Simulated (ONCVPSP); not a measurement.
What the settings do to the ONCV potential of bromine

Base potential:

bromine (Br), optimised norm-conserving Vanderbilt (ONCV), made with ONCVPSP 4.0.1 (PW91, scalar-relativistic). Core [Ne], reference 3s2 3p6 3d10 4s2 4p3 (charge +2). Waves: 3s+4s: rc 0.90 bohr, ncon 4, nbas 8, qcut 10.3 1/bohr, 2 projectors; 3p+4p: rc 1.00 bohr, ncon 3, nbas 7, qcut 13.3 1/bohr, 3 projectors, debl 3 Ha; 3d: rc 1.00 bohr, ncon 4, nbas 9, qcut 18 1/bohr, 2 projectors, debl 2.6 Ha. Local part: polynomial inside 0.80 bohr (lpopt 2, dvloc0 2 Ha). Core correction: Teter function, fcfact 2.75, rcfact 1.65.

In the d channel the program set the typed energies aside and used -3.341, 0.250 Ha.

All-electron outer shells of the reference configuration (PW91, scalar-relativistic, ld1.x):

| shell | level (eV) | outermost node (bohr) | outermost maximum (bohr) |
| --- | --- | --- | --- |
| 2s | -1757.79 | 0.06 | 0.16 |
| 2p | -1553.51 | – | 0.13 |
| 3s | -262.22 | 0.23 | 0.48 |
| 3p | -197.70 | 0.21 | 0.48 |
| 3d | -90.91 | – | 0.43 |
| 4s | -41.94 | 0.67 | 1.39 |
| 4p | -28.31 | 0.70 | 1.58 |

Cutoffs, loose and tight: the cutoffs (Ha) at which the residual kinetic energy of the hardest occupied pseudo-wave falls to 1 and 0.1 mHa per electron. They do not see the model core or the augmentation charge, which bear on the density cutoff. Test errors are all-electron minus pseudo excitation energies from the reference, over the configurations 3s2 3p6 3d10 4s2 4p5; 3s2 3p6 3d10 4s2 4p4; 3s2 3p6 3d10 4s2 4p2; 3s2 3p6 3d10 4s2 4p4.5. A dash means not determined; rows that change the core or the reference have their own tests.

```tsv
change	outcome	cutoff, loose	cutoff, tight	bound ghosts	GHOST(+) flags above zero	largest test error (meV)
base	generated, projector energies reset by the program	121 Ha	192 Ha	none	none	+6.0
d: qcut 10.9	generated, projector energies reset by the program	306 Ha	395 Ha	none	none	-6.3
d: qcut 12.3	generated, projector energies reset by the program	202 Ha	319 Ha	none	none	-6.1
d: qcut 15	generated, projector energies reset by the program	99 Ha	192 Ha	none	none	+6.0
d: qcut 16.5	generated, projector energies reset by the program	110 Ha	192 Ha	none	none	+5.9
d: qcut 18.3	generated, projector energies reset by the program	124 Ha	192 Ha	none	none	+6.0
d: qcut 20.7	generated, projector energies reset by the program	140 Ha	192 Ha	none	none	+6.1
d: qcut 22.8	generated, projector energies reset by the program	139 Ha	192 Ha	none	none	+6.1
d: qcut 24.4	generated, projector energies reset by the program	184 Ha	210 Ha	none	none	+6.1
```

(1) What comes out with this change to the base: d: qcut 26.8?

## Answers

(1) outcome: generated, projector energies reset by the program; cutoff, loose: 252 Ha; cutoff, tight: 276 Ha; bound ghosts: none; GHOST(+) flags above zero: none; largest test error (meV): +6.4.

Reading the sweep of the qcut of the d channel (base included, trends over the rows without a ghost): The loose cutoff is not monotonic: lowest 99 Ha at 15 1/bohr, highest 306 Ha at 10.9 1/bohr. The median size of the test errors (rows with all tests solved) stays near 5.4 meV.
